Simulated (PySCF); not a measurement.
**Zn: excitation energy**

Zn [Ar] 3d10 4s2 (1S) → Zn [Ar] 3d10 4s1 4p1 (3P), as a difference of total energies. Computed with PySCF 2.14 in def2-TZVPPD, with no relativity, point nucleus. Correlated levels: valence: [Ar] frozen. The calculations carry no spin-orbit coupling.

**Question.** Order these methods by the excitation energy they give, lowest first.
A. CCSD (valence)
B. SCS-MP2 (valence)
C. UHF
D. MP2 (valence)

**Answer.** C (2.587 eV), D (3.588 eV), A (3.664 eV), B (3.692 eV).

These non-relativistic numbers lack the scalar-relativistic shift.

Errors of the correlated levels include the incompleteness of this basis and the frozen core.

For comparison: 4.054 eV (measured; NIST levels, between the centres of gravity of the two terms).
